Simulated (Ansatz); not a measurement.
A nudged elastic band was laid between two geometries of CH3OSe (6 atoms, charge 1, multiplicity 1).

Theory: RKS PBE0/def2-SVP (Ansatz 0.2.0).

* movable images: 4
* climbing image: no
* spring: 5.0 eV/Å²
* optimiser: quadratic models (default)
* start path: IDPP
* force threshold: 0.05 eV/Å
* iteration limit: 60
* end points: relaxed

Initial state:

```xyz
6
Properties=species:S:1:pos:R:3
O -1.003 -0.354 -0.023
C 0.141 0.055 -0.409
Se 1.463 0.508 0.731
H -1.622 -0.563 -0.749
H 0.363 0.148 -1.485
H 0.656 0.207 1.934
```

Final state:

```xyz
6
Properties=species:S:1:pos:R:3
O -0.998 -0.344 -0.648
C 0.200 0.078 -0.603
Se 1.289 0.445 0.798
H -1.438 -0.511 0.207
H 0.642 0.247 -1.598
H 0.305 0.084 1.844
```

Task: What changes between the two ends?

Result: No bond is made or broken. The dihedral H4–O1–C2–Se3 goes from 180 to 0°.

Task: Give the energies along the band, and the barrier.

Result: The forces met the threshold. The highest image is number 2 of 0 to 5, 0.79 eV above the first end and 0.68 eV above the last; the last end lies 0.11 eV above the first. The dihedral H4–O1–C2–Se3 jumps by 179° between images 2 and 3, so the path isn't resolved there. No image climbed, so the highest image needn't sit at the top of the path. Limits of this set-up: the dipole of an ion depends on the origin.

| image | path coordinate (Å) | energy (eV) | dihedral H4–O1–C2–Se3 (°) |
| --- | --- | --- | --- |
| 0 | 0.00 | 0.00 | 180 |
| 1 | 0.33 | 0.19 | 180 |
| 2 | 0.65 | 0.79 | 180 |
| 3 | 0.98 | 0.76 | 0 |
| 4 | 1.31 | 0.22 | 0 |
| 5 | 1.64 | 0.11 | 0 |

Task: What is the geometry of the highest image?

Result: 
```xyz
6
Properties=species:S:1:pos:R:3
O -0.909 -0.318 -0.285
C 0.247 0.094 -0.513
Se 1.400 0.485 0.842
H -1.809 -0.634 -0.415
H 0.638 0.245 -1.535
H 0.433 0.128 1.906
```

The band took 8 iterations and roughly 80 core-seconds.

Time of the run: 79 s on 1 thread of Arm Neoverse V1 (shared host), peak memory 0.14 GiB.
